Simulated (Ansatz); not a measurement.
Energy difference R1 → 2 P1, each structure at its B3LYP-D3(BJ)/def2-TZVP stationary point, reached from a drawn start (curvature not checked).
R1: As4 (SMILES [As]12[As]3[As]1[As]23), charge 0, multiplicity 1.
P1: As2 (SMILES [As]#[As]), charge 0, multiplicity 1.

P less R. No zero-point or thermal terms; no spin–orbit coupling.

Cores are frozen in the correlated methods. In cc and def2 sets filled d and f shells under p-block atoms count as core.

Run with Ansatz (a first-principles code). All values are computed, each at the level named.

Total energies in hartree:

| structure | PBE/def2-TZVPP | r2SCAN/def2-TZVPP | CCSD(T)/cc-pVQZ |
|---|---|---|---|
| R1 | -8942.299400 | -8943.593105 | -8937.689605 |
| P1 | -4471.097638 | -4471.743191 | -4468.800342 |

Task: Work out the reaction energy at each level in kcal/mol (1 hartree = 627.50947 kcal/mol), and say how far PBE/def2-TZVPP lies from CCSD(T)/cc-pVQZ.

Result: 
- PBE/def2-TZVPP: 2 × (-4471.097638) − (-8942.299400) = 0.104124 hartree = 65.34 kcal/mol
- r2SCAN/def2-TZVPP: 2 × (-4471.743191) − (-8943.593105) = 0.106723 hartree = 66.97 kcal/mol
- CCSD(T)/cc-pVQZ: 2 × (-4468.800342) − (-8937.689605) = 0.088921 hartree = 55.80 kcal/mol
PBE/def2-TZVPP less CCSD(T)/cc-pVQZ: 9.54 kcal/mol. CCSD(T)/cc-pVQZ is the level counted from, the highest shown, and no exact or measured value.
